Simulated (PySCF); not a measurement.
An unknown is described by computed data only.

Formula: C8H16Si.

- Rotational structure: rotational constants A, B, C: 4.722, 0.516, 0.500 GHz [PBE0-D3(BJ)/def2-SVP]
- UV, strongest line: among the 10 lowest singlet transitions: S2 at 7.34 eV (169 nm, f = 0.688) [TDDFT wB97X-D/def2-SVPD]
- NMR, other nuclei: isotropic shieldings of nuclei other than C and H, by class: 357 (1 Si) ppm [GIAO KT2/pcSseg-1]
- Dipole: 1.10 D [wB97X-D/def2-SVPD]
- Valence photoelectron: vertical ionisation energy: 9.27 eV [ΔSCF wB97X-D/def2-SVPD]
- Polarisability: 123.5 au [wB97X-D/def2-SVPD]
- 1H NMR: chemical shifts (computed TMS as zero) by class: 6.23 (1 H), 5.20 (1 H), 4.98 (1 H), 4.89 (1 H), 3.20 (1 H), 1.65 (2 H), 1.26 (2 H), 1.07 (3 H), 1.02 (2 H), 0.78 (2 H) ppm [GIAO KT2/pcSseg-1]
- 13C NMR: chemical shifts (computed TMS as zero) by class: 144.9 (1 C), 108.2 (1 C), 47.2 (1 C), 23.3 (1 C), 22.3 (2 C), 21.7 (1 C), 21.0 (1 C) ppm [GIAO KT2/pcSseg-1]
- Triplet: lowest triplet excitation (Tamm–Dancoff): 4.50 eV [TDA wB97X-D/def2-SVPD]

The electronic properties come from PySCF, for the isolated species, density fitting. Levels stand in brackets. The structure is a single PBE0-D3(BJ)/def2-SVP conformer in the gas phase; no vibrational or solvent corrections. NMR classes are plain means over equivalent atoms (diastereotopic ones count apart unless rotation or inversion swaps them), as if these changed places fast.

Q: Give a SMILES that accounts for the data.

A: Numbering: `[CH2:1]=[CH:2][C@H:3]1[CH2:4][Si@H:5]([CH2:6][CH2:7][CH3:8])[CH2:9]1`. Its formula, C8H16Si, gives 2 degrees of unsaturation: 1 ring and 1 π bond in the structure found. 8 carbons fall into 7 classes; from least to most shielded: alkene CH carbon [C2] (144.9 ppm), terminal =CH2 carbon [C1] (108.2 ppm), allylic carbon [C3] (47.2 ppm), chain sp3 carbon bound to silicon [C6] (23.3 ppm), ring sp3 carbon bound to silicon [C4/C9] (22.3 ppm, 2 C), chain CH2 carbon [C7] (21.7 ppm), methyl carbon [C8] (21.0 ppm). Hydrogen classes from least to most shielded: 1 H on an alkene CH carbon, C2 (6.23 ppm), 1 H on an SiH silicon, Si5 (5.20 ppm), 1 H on a terminal =CH2 carbon, C1 (4.98 ppm), 1 H on a terminal =CH2 carbon, C1 (4.89 ppm), 1 H on an allylic carbon, C3 (3.20 ppm), 2 H on 2 like atoms (sp3 carbon bound to silicon), C4/C9 (1.65 ppm), 2 H on a chain CH2 carbon, C7 (1.26 ppm), 3 H on a methyl carbon, C8 (1.07 ppm), 2 H on 2 like atoms (sp3 carbon bound to silicon), C4/C9 (1.02 ppm), 2 H on an sp3 carbon bound to silicon, C6 (0.78 ppm). The other shieldings belong to: 357 ppm, SiH silicon [Si5]. The first electron is taken from the HOMO, whose largest Löwdin shares are 0.37 on the terminal =CH2 carbon, 0.33 on the alkene CH carbon, 0.07 on the allylic carbon and 0.06 on an sp3 carbon bound to silicon. The optimised geometry has point group C1 and is an asymmetric top. Structure: `C=C[C@H]1C[Si@H](CCC)C1`. Computed isomers that give other values at the same levels: `CC[C@@H]1C[C@H](C2CC2)[SiH2]1` (13C chemical shifts (computed TMS as zero) by class: 39.9 (1 C), 33.9 (1 C), 32.0 (1 C), 27.7 (1 C), 16.7 (1 C), 16.3 (1 C), 8.7 (1 C), 6.3 (1 C) ppm); `CC[C@@H]1C[C@@H](C2CC2)[SiH2]1` (13C chemical shifts (computed TMS as zero) by class: 41.1 (1 C), 32.1 (1 C), 31.1 (1 C), 30.2 (1 C), 16.2 (1 C), 15.7 (1 C), 5.3 (1 C), 5.2 (1 C) ppm); `C1CC[Si]2(C1)CCCC2` (rotational constant A: 2.838 GHz; this holds for the one conformer computed). The assignments are read from this structure; whether some other isomer fits the data as well wasn't checked.

The values belong to the conformer `[CH2:1]=[CH:2][C@H:3]1[CH2:4][Si@H:5]([CH2:6][CH2:7][CH3:8])[CH2:9]1`: C1–C2–C3–C4 125°, C4–Si5–C6–C7 72°, Si5–C6–C7–C8 -179°.
